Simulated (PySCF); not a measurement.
Compound: C4H4N3 (charge -1).
SMILES with atom numbers: `[CH2:1]=[N:2][c:3]1[cH:4][cH:5][n:6][n-:7]1` (hydrogens: H8, H9 on C1; H10 on C4; H11 on C5)

Structure used (GFN2-xTB), in Å, numbered top down from 1:
```
atom  x, y, z in Å
C1    -2.325   -0.361    0.076
N2    -1.154   -0.835    0.192
C3    -0.042   -0.102   -0.121
C4     1.281   -0.580   -0.008
C5     2.034    0.497   -0.428
N6     1.235    1.529   -0.765
N7    -0.022    1.170   -0.580
H8    -3.162   -1.001    0.340
H9    -2.558    0.647   -0.275
H10    1.607   -1.550    0.328
H11    3.109    0.590   -0.509
```

Structure optimised with GFN2-xTB, isolated species.

Take the most abundant isotopes and a rigid rotor. The values belong to one conformer with, in the numbering `[CH2:1]=[N:2][c:3]1[cH:4][cH:5][n:6][n-:7]1`, C1–N2–C3–C4 180°.

**Question.** Give the principal moments of inertia and the rotational constants in MHz.

**Answer.** Ia = 58.58, Ib = 225.61, Ic = 284.19 u·Å²; 505379 MHz·u·Å²/I gives A = 8628, B = 2240, C = 1778 MHz.

**Question.** What kind of rotor is it?

**Answer.** An asymmetric top; Ray's κ = -0.865.

**Question.** What does the inertial defect say?

**Answer.** Planar: Δ = Ic − Ia − Ib = 0.00 u·Å². For a rigid frame Δ = −2 Σ m c², so it vanishes when all atoms lie in the ab plane; here none is more than 0.01 Å from it.

**Question.** Where do the levels up to J = 3 lie, in MHz?

**Answer.** Above 0(0,0):
J = 1: 1(0,1) 4018, 1(1,1) 10406, 1(1,0) 10868
J = 2: 2(0,2) 12031, 2(1,2) 17981, 2(1,1) 19366, 2(2,1) 38529, 2(2,0) 38553
J = 3: 3(0,3) 23990, 3(1,3) 29329, 3(1,2) 32098, 3(2,2) 50584, 3(2,1) 50704, 3(3,1) 83691, 3(3,0) 83692
Those of J = 1 are B + C, A + C and A + B.

GFN2-xTB frequencies: not computed here. No vibrational averaging or centrifugal distortion is included, and the geometry carries the error of its method.
